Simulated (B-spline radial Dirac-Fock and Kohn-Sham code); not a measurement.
## Form factor and incoherent scattering function of Tm⁸⁺

System: Tm⁸⁺, configuration [Kr] 4d10 4f11 5s2 5p2.

Input file task.json (cfg lists n, l and occupation; rrms is the nuclear radius in fm):

```json
{"items": [{
  "Z": 69,
  "q": 8,
  "cfg": [[1, 0, 2], [2, 0, 2], [2, 1, 6], [3, 0, 2], [3, 1, 6], [3, 2, 10], [4, 0, 2], [4, 1, 6], [4, 2, 10], [4, 3, 11], [5, 0, 2], [5, 1, 2]],
  "A": 169,
  "rrms": 5.2256,
  "do": ["scatter"],
  "s": [0.0, 0.05, 0.1, 0.15, 0.2, 0.25, 0.3, 0.35, 0.4, 0.45, 0.5, 0.6, 0.7, 0.8, 0.9, 1.0, 1.1, 1.2, 1.4, 1.6, 1.8, 2.0, 2.5, 3.0, 3.5, 4.0, 5.0, 6.0],
  "pz": [0, 0.1, 0.14, 0.19, 0.26, 0.36, 0.5, 0.69, 0.95, 1.3, 1.8, 2.5, 3.5, 4.8, 6.6, 9.1, 13.0, 17.0, 24.0, 33.0, 46.0],
  "hv_scatter": [1000, 2000, 8047.8, 20000, 30000, 50000, 500000, 1000000]
}]}
```

Command: `python xray_run.py task.json out`

Level of theory: relativistic Hartree-Fock (Dirac-Fock) wave functions, averaged over the configuration; a radial finite-basis atomic code. f₀ is the Fourier transform of the spherical electron density, S the Waller-Hartree incoherent function, and s = sin θ/λ. The electron scattering factor follows from the Mott-Bethe formula f_e = 0.023934 Å⁻¹·(Z − f₀)/s².

```
s (Å⁻¹)      f₀       S  f_e (Å)
      0  61.000   0.000        –
   0.05  60.641   0.373   80.027
    0.1  59.593   1.426   22.514
   0.15  57.941   2.987   11.764
    0.2  55.807   4.839    7.894
   0.25  53.332   6.788    6.000
    0.3  50.656   8.700    4.878
   0.35  47.902  10.510    4.122
    0.4  45.165  12.204    3.565
   0.45  42.514  13.796    3.130
    0.5  39.991  15.307    2.777
    0.6  35.408  18.156    2.233
    0.7  31.461  20.818    1.834
    0.8  28.111  23.293    1.529
    0.9  25.303  25.583    1.291
      1  22.979  27.709    1.101
    1.1  21.077  29.701    0.948
    1.2  19.530  31.579    0.822
    1.4  17.218  35.001    0.632
    1.6  15.538  37.936    0.500
    1.8  14.140  40.376    0.405
      2  12.845  42.388    0.336
    2.5   9.871  46.134    0.226
      3   7.579  48.816    0.163
    3.5   6.121  50.882    0.123
      4   5.266  52.522    0.095
      5   4.285  54.927    0.062
      6   3.492  56.553    0.044
```

f₀ starts at the number of electrons, 61, and has fallen to half at s ≈ 0.73 Å⁻¹. The sum of ⟨r²⟩ over the electrons is 19.63 bohr². For an ion f_e diverges as s goes to zero, because of the net charge.

Values without a named source are computed, but for edge energies of neutral atoms, which are taken from tables.
